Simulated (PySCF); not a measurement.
Arsenic trifluoride, AsF3.
Geometry (PBE0-D3(BJ)/def2-TZVP, Å), atoms numbered from 1 in this order:
```xyz
4
AsF3 angstrom
F     -0.6597   -0.6475    1.1552
As     0.2054    0.5530    0.2872
F      1.3436   -0.5231   -0.4115
F     -0.8520    0.5912   -1.0632
```

Level of theory: PySCF 2.14.0, density-fitted response routines, TDDFT CAM-B3LYP/aug-cc-pVTZ, vertical, gas phase, core orbitals frozen in the response. Isolated species at its PBE0-D3(BJ)/def2-TZVP geometry, gas phase. The CAM-B3LYP/aug-cc-pVTZ calculation is non-relativistic and has no spin–orbit coupling, an omission that weighs most on arsenic.

Transition dipole moments from the ground state, in atomic units and in the frame of the coordinates above (overall signs are arbitrary), for the states with f of 0.002 or more among the lowest 10:

```
state  E (eV)      μx      μy      μz
   S1   7.826   0.824  -0.075  -0.402
   S2   7.829   0.306  -0.486   0.719
   S3   9.030  -0.296  -0.848  -0.447
   S4   9.544   0.115  -0.149   0.202
   S5   9.547  -0.237   0.009   0.141
   S7   9.638   0.101   0.289   0.153
   S8   9.669   0.218   0.001  -0.142
   S9   9.669   0.122  -0.136   0.187
  S10   9.755  -0.115  -0.338  -0.176
```

(1) Work out the oscillator strengths.

(2) Label these states by symmetry in C3v.

(3) What angle do the transition dipoles of S3 and S7 make?

(4) How is the summed strength of these states shared among x, y and z?

(5) What peak molar absorption coefficient would the strongest computed level give as a lone Gaussian band 0.3 eV wide at half height?

## Answers

(1) f = (2/3) ΔE |μ|² with ΔE in hartree (27.2114 eV).

```csv
state,|μ|² (au),|μ| (D),f
S1,0.846,2.34,0.162
S2,0.846,2.34,0.162
S3,1.006,2.55,0.223
S4,0.076,0.70,0.018
S5,0.076,0.70,0.018
S7,0.118,0.87,0.028
S8,0.068,0.66,0.016
S9,0.068,0.66,0.016
S10,0.158,1.01,0.038
```

(2) The ground state is totally symmetric, so the direction of μ fixes the label. Polarised along the main axis, so A1: S3, S7 and S10. Polarised across the main axis, so E: S1, S2, S4, S5, S8 and S9.

(3) |cos θ| = |μa·μb| / (|μa| |μb|) = 1.00, so θ ≈ 0° (taken between 0 and 90°, since the signs are arbitrary).

(4) (2/3) Σ ΔE μα² gives 0.204 for x, 0.262 for y and 0.215 for z, 0.681 in all.

(5) ε(max) = 2.175×10⁸ f / FWHM, with the width in cm⁻¹. S1/S2 (f summed): 2.175×10⁸ × 0.3246 / 2420 ≈ 29000 L mol⁻¹ cm⁻¹.

S1/S2, S4/S5 and S8/S9 coincide within about 0.01 eV; within a degenerate level the directions of the single components are arbitrary.

The run took 9.0 s of wall time on an AMD EPYC 9R45 with one thread, no GPU, on a shared host, and the process peaked at 0.79 GiB of memory.
